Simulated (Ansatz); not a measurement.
`C[O][In]([F])[Br]` + H–F → `[F][In]([F])[Br]` + CH₃OH at 298.15 K and 1 bar (ligand exchange at the In–O bond).

Isolated molecules relaxed with PBE0-D4/def2-TZVP in Ansatz; ΔE leaves out vibrations. CCSD(T)/CBS adds triple-zeta CCSD(T) − MP2 to the extrapolated MP2 energy (def2 sets, frozen cores). This one scheme is used for every species. def2 core potentials past Kr. For Br, In outer-core shells are correlated without core-valence functions, which leaves a few kJ/mol of doubt a bond. Scalar relativity is left out up to krypton. One conformer a species, not always the lowest.

| species | CCSD(T)/CBS energy (Eh) | H − E (kJ/mol) | S (J/(mol·K)) |
| --- | --- | --- | --- |
| `C[O][In]([F])[Br]` | -2978.03881 | 138.3 | 403.2 |
| H–F | -100.39570 | 33.5 | 173.6 |
| `[F][In]([F])[Br]` | -2962.82519 | 28.6 | 340.1 |
| CH₃OH | -115.61712 | 146.3 | 238.2 |

H − E and S are ideal-gas, rigid-rotor, harmonic terms from PBE0-D4/def2-TZVP, for one conformer and one mirror image of each species. 1 Eh = 2625.50 kJ/mol, R = 8.31446 J/(mol·K).

Problem. By hand: ΔE, ΔH, ΔS and ΔG.

Solution. ΔE = (-2962.82519) + (-115.61712) − (-2978.03881) − (-100.39570) = -0.00780 Eh = -20.5 kJ/mol. Δ(H − E) = 28.6 + 146.3 − 138.3 − 33.5 = 3.1, so ΔH = -17.4 kJ/mol. ΔS = 340.1 + 238.2 − 403.2 − 173.6 = 1.5 J/(mol·K). ΔG = -17.4 − 298.15 × (1.5)/1000 = -17.8 kJ/mol.

Problem. By hand: the equilibrium constant, and the temperature at which ΔG would vanish if ΔH and ΔS stayed fixed.

Solution. log₁₀ K = −ΔG/(RT ln 10) = 3.1. ΔH and −TΔS have one sign here, so there is no such temperature. One of them is within its doubt of zero, so this could turn.

The number of gas molecules stays the same, so ΔS is small and ΔH decides. A doubt of 5 kJ/mol in ΔE shifts log₁₀ K by 0.9 here. Other conformers and mirror images would add mixing entropy, several J/(mol·K) or more a flexible species. Modes under 60 cm⁻¹, often nearly free rotors, make the harmonic entropy too high. These are equilibria of isolated gas molecules and say nothing of rates. Largest T1 diagnostic: 0.015 (customary marks: 0.02 for closed shells, 0.045 for open ones).
